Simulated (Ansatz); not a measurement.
`C#C[Se]BF` + `[F][GaH][F]` → `FB[SeH]` + `C#[C][Ga]([F])[F]` at 700 K and 1 bar (redistribution).

Computed with Ansatz on PBE0-D4/def2-TZVP structures; ΔE is electronic, products minus reactants. CCSD(T)/CBS adds triple-zeta CCSD(T) − MP2 to the extrapolated MP2 energy (def2 sets, frozen cores). For Ga, Se outer-core shells are correlated without core-valence functions, which leaves a few kJ/mol of doubt a bond. Scalar relativity is left out up to krypton. One conformer a species, not always the lowest.

```tsv
species	CCSD(T)/CBS energy (Eh)	H − E (kJ/mol)	S (J/(mol·K))
`C#C[Se]BF`	-2602.59174	154.1	422.4
`[F][GaH][F]`	-2124.20216	68.4	334.0
`FB[SeH]`	-2526.56401	104.1	341.8
`C#[C][Ga]([F])[F]`	-2200.25765	120.7	418.7
```

H − E and S are ideal-gas, rigid-rotor, harmonic terms from PBE0-D4/def2-TZVP, for one conformer and one mirror image of each species. 1 Eh = 2625.50 kJ/mol, R = 8.31446 J/(mol·K).

Task: By hand: ΔE, ΔH, ΔS and ΔG.

Result: ΔE = (-2526.56401) + (-2200.25765) − (-2602.59174) − (-2124.20216) = -0.02776 Eh = -72.9 kJ/mol. Δ(H − E) = 104.1 + 120.7 − 154.1 − 68.4 = 2.3, so ΔH = -70.6 kJ/mol. ΔS = 341.8 + 418.7 − 422.4 − 334.0 = 4.1 J/(mol·K). ΔG = -70.6 − 700 × (4.1)/1000 = -73.5 kJ/mol.

Task: By hand: the equilibrium constant, and the temperature at which ΔG would vanish if ΔH and ΔS stayed fixed.

Result: log₁₀ K = −ΔG/(RT ln 10) = 5.5. ΔH and −TΔS have one sign here, so there is no such temperature.

The number of gas molecules stays the same, so ΔS is small and ΔH decides. A doubt of 5 kJ/mol in ΔE shifts log₁₀ K by 0.4 here. Other conformers and mirror images would add mixing entropy, several J/(mol·K) or more a flexible species. These are equilibria of isolated gas molecules and say nothing of rates. Largest T1 diagnostic: 0.015 (customary marks: 0.02 for closed shells, 0.045 for open ones).

ΔS is within the doubt of such terms, so its sign, and with it that verdict, could turn.
